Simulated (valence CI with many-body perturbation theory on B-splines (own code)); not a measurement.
**Energy levels of Eu13+**

Method: configuration interaction combined with many-body perturbation theory (CI+MBPT): four valence electrons over a frozen Dirac-Fock core [Kr] 4d10, a basis of 7 s, 7 p, 7 d, 7 f, 4 g, 2 h functions for each j, with the one-electron correlation potential Σ1 (screened to all orders), the two-electron term Σ2, the three-electron term Σ3, Breit, model QED; selected single and double excitations, second order for the rest, scaled by the run's own slope (own B-spline code, finite nucleus).

No measured spectrum was set against this ion. As an estimate, terms of the open shell hold to a few per cent of their energy, and close levels can change places; configurations with another count of f electrons can be misplaced by thousands of cm⁻¹.

Levels 1 to 45 of 203, with energies above the lowest level, 4f2 5s2 3H_4. "Leading %" is the weight of the configuration and term that name the level; weights of strongly mixed levels are sums over their largest components and can fall short. In the jj column 3d3/2^4 stands for four electrons in 3d with j = 3/2. Lifetimes count E1, E2, E3, M1 and M2 decay at the calculated energies, and are blank where another channel may lead or the interval is too uncertain; long ones can be off by a factor of two.

```
No.  Configuration  Term  J  E (cm⁻¹)  Leading %               Leading jj  Lifetime  Second component
  1        4f2 5s2    3H  4       0.0         93      4f5/2^2 5s^2 (89 %)              5 % 4f2 5s2 1G
  2        4f2 5s2    3H  5      5668         98  4f5/2 4f7/2 5s^2 (98 %)    217 ms                  
  3        4f2 5s2    3F  2      9404         94      4f5/2^2 5s^2 (72 %)    4200 s                  
  4        4f2 5s2    3H  6     11274         97      4f7/2^2 5s^2 (78 %)    253 ms                  
  5        4f2 5s2    3F  3     13274         98  4f5/2 4f7/2 5s^2 (98 %)    635 ms                  
  6        4f2 5s2    3F  4     13758         53  4f5/2 4f7/2 5s^2 (89 %)    302 ms   41 % 4f2 5s2 1G
  7        4f2 5s2    1G  4     21183         52      4f7/2^2 5s^2 (95 %)   85.0 ms   44 % 4f2 5s2 3F
  8         4f3 5s   5I°  4     22457         96        4f5/2^3 5s (62 %)   31.6 ms                  
  9         4f3 5s   5I°  5     24869         96  4f5/2^2 4f7/2 5s (61 %)   41.2 ms                  
 10         4f3 5s   5I°  6     27852         97  4f5/2^2 4f7/2 5s (67 %)   87.3 ms                  
 11         4f3 5s   5I°  7     31171         98  4f5/2 4f7/2^2 5s (75 %)    285 ms                  
 12        4f2 5s2    1D  2     32684         81  4f5/2 4f7/2 5s^2 (49 %)   50.9 ms   14 % 4f2 5s2 3P
 13         4f3 5s   5I°  8     34685         98        4f7/2^3 5s (49 %)    576 ms                  
 14        4f2 5s2    3P  0     39170         96      4f5/2^2 5s^2 (68 %)    4.39 s                  
 15         4f3 5s   3I°  5     39227         89  4f5/2^2 4f7/2 5s (47 %)   2.01 ms    5 % 4f3 5s 1H°
 16        4f2 5s2    1I  6     40364         97  4f5/2 4f7/2 5s^2 (78 %)   82.3 ms                  
 17        4f2 5s2    3P  1     41070         98  4f5/2 4f7/2 5s^2 (98 %)    385 ms                  
 18         4f3 5s   5F°  1     42493         94  4f5/2^2 4f7/2 5s (42 %)   2.43 ms    5 % 4f3 5s 3D°
 19         4f3 5s   5F°  2     43677         94  4f5/2^2 4f7/2 5s (55 %)   4.54 ms    4 % 4f3 5s 3D°
 20        4f2 5s2    3P  2     44477         84      4f7/2^2 5s^2 (70 %)   83.2 ms   13 % 4f2 5s2 1D
 21         4f3 5s   3I°  6     44482         93  4f5/2 4f7/2^2 5s (52 %)   2.31 ms                  
 22         4f3 5s   5F°  3     45334         96  4f5/2^2 4f7/2 5s (65 %)   9.60 ms                  
 23         4f3 5s   5F°  4     46649         72  4f5/2^2 4f7/2 5s (56 %)   1.08 ms   14 % 4f3 5s 3H°
 24         4f3 5s   5S°  2     46653         94  4f5/2^2 4f7/2 5s (53 %)   39.3 ms    5 % 4f3 5s 3P°
 25         4f3 5s   5F°  5     47304         53  4f5/2^2 4f7/2 5s (64 %)    646 μs   21 % 4f3 5s 3G°
 26         4f3 5s   3H°  4     48521         65  4f5/2 4f7/2^2 5s (45 %)    304 μs   22 % 4f3 5s 5F°
 27         4f3 5s   3I°  7     49557         95  4f5/2 4f7/2^2 5s (51 %)   4.08 ms                  
 28         4f3 5s   3H°  5     50939         51  4f5/2 4f7/2^2 5s (76 %)    361 μs   36 % 4f3 5s 5F°
 29         4f3 5s   5G°  2     52463         98  4f5/2^2 4f7/2 5s (40 %)   42.2 ms                  
 30         4f3 5s   5G°  3     53284         79  4f5/2^2 4f7/2 5s (76 %)    944 μs   18 % 4f3 5s 3G°
 31         4f3 5s   3H°  6     53990         82  4f5/2 4f7/2^2 5s (75 %)    245 μs   13 % 4f3 5s 5G°
 32         4f3 5s   5G°  4     55389         77  4f5/2^2 4f7/2 5s (67 %)    748 μs   11 % 4f3 5s 3G°
 33         4f3 5s   3G°  3     56610         70  4f5/2^2 4f7/2 5s (65 %)    423 μs   18 % 4f3 5s 5G°
 34         4f3 5s   3F°  2     58076         79  4f5/2^2 4f7/2 5s (46 %)    175 μs    8 % 4f3 5s 1D°
 35         4f3 5s   5G°  5     58512         79  4f5/2 4f7/2^2 5s (70 %)   1.03 ms   14 % 4f3 5s 3H°
 36         4f3 5s   3K°  6     59180         97  4f5/2^2 4f7/2 5s (63 %)   20.1 ms                  
 37         4f3 5s   3G°  4     59471         68  4f5/2 4f7/2^2 5s (66 %)    235 μs   18 % 4f3 5s 5G°
 38         4f3 5s   1H°  5     59629         54  4f5/2 4f7/2^2 5s (60 %)    190 μs   17 % 4f3 5s 3G°
 39         4f3 5s   3S°  1     60169         53  4f5/2^2 4f7/2 5s (62 %)    262 μs   21 % 4f3 5s 3P°
 40         4f3 5s   3K°  7     60501         89  4f5/2^2 4f7/2 5s (64 %)   6.10 ms    6 % 4f3 5s 1K°
 41         4f3 5s   5G°  6     61794         84        4f7/2^3 5s (50 %)   5.67 ms   15 % 4f3 5s 3H°
 42         4f3 5s   3F°  3     62186         78  4f5/2 4f7/2^2 5s (65 %)    277 μs   10 % 4f3 5s 3G°
 43         4f3 5s   3F°  4     62366         55  4f5/2^2 4f7/2 5s (49 %)    316 μs   39 % 4f3 5s 1G°
 44         4f3 5s   3K°  8     63190         93  4f5/2^2 4f7/2 5s (48 %)   50.5 ms                  
 45         4f3 5s   3P°  2     63748         41  4f5/2 4f7/2^2 5s (51 %)    275 μs   36 % 4f3 5s 3D°
```

Names give the largest LS component (configuration and term), which can be under half, so a name can repeat, a term be missing and a line seem to break the LS rules; names also repeat where a configuration has a term twice.

Where two levels of one J and parity lie close, their mixing, g and order are uncertain.

The ionisation energy to 4f2 5s 4H_7/2 of the next ion comes out as 258.79 eV (NIST: 263 ± 14 eV (theoretical)). All 203 levels together are meant to be complete up to 196140 cm⁻¹.
